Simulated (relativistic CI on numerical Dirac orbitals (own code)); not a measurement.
Cr⁶⁺ in a cubic cluster: L2,3 absorption with charge transfer

Computed with a charge-transfer multiplet model of a cubic metal-ligand cluster with up to 2 ligand holes, Slater and spin-orbit integrals from Dirac-Coulomb-Breit ions, Slater integrals scaled by 0.7. The ground state mixes d0 with configurations of k ligand holes L, whose averages lie at kΔ + k(k − 1)U_dd/2; a core hole lowers each added d electron by U_cd. 300 K, Lorentzian 0.4 eV and Gaussian 0.3 eV FWHM.

Atomic integrals in eV (Slater integrals scaled, ζ unscaled), ground: F2dd 8.205, F4dd 5.167, zeta_d 0.039; with the core hole: F2dd 8.205, F4dd 5.167, zeta_d 0.067, zeta_core 5.615, F2cd 6.030, G1cd 4.759, G3cd 2.711. Where a configuration has fewer than two d electrons, the dd integrals are those of d2.

Cluster parameters (eV): Δ = -0.5, U_cd = 6.4, 10Dq = 2.75, 10Dq(ligand) = 1.3, V(eg) = 2.95, V(t2g) = -1.56, final-state hopping factor = 0.8.

```
         Case   n_d    d0   d1L  d2L2     S
  U_dd = 5 eV  0.98  0.24  0.55  0.21  0.00
U_dd = 5.7 eV  0.95  0.25  0.56  0.20  0.00
U_dd = 7.1 eV  0.91  0.26  0.56  0.17  0.00
```

Weights, n_d and S are thermal averages at 300 K. Photon energies count from the first peak over 30 % of the highest in each spectrum, which can be another peak from case to case. The parameters are a model scan and need not match a compound or its usual spin state. Peaks in eV (height, largest 100):
- U_dd = 5 eV: 0.0 (43), 3.3 (67), 5.2 (18), 8.6 (77), 11.8 (100)
- U_dd = 5.7 eV: 0.0 (42), 3.3 (71), 4.1 (31), 8.6 (73), 11.8 (100)
- U_dd = 7.1 eV: 0.0 (40), 1.2 (5), 3.4 (77), 4.6 (17), 6.4 (8), 6.9 (8), 8.5 (54), 11.8 (100)

A d0 ion has no d-d gap: its lowest excitations are ligand-to-metal charge transfer. With the core hole the configuration with one ligand hole lies at Δ + U_dd − U_cd = -1.9, -1.2, 0.2 eV from the one without, in the order of the table; where this is negative the screened configuration lies lower, though the effective hopping of about 5.3 eV (from the holes of the mixed ground state) mixes the two strongly wherever it is as large as the gap.

With at most 2 ligand holes the space is cut while the next configuration still counts, so covalency is underestimated, and a final configuration with one more ligand hole, which can lie low, is missing from the spectra.
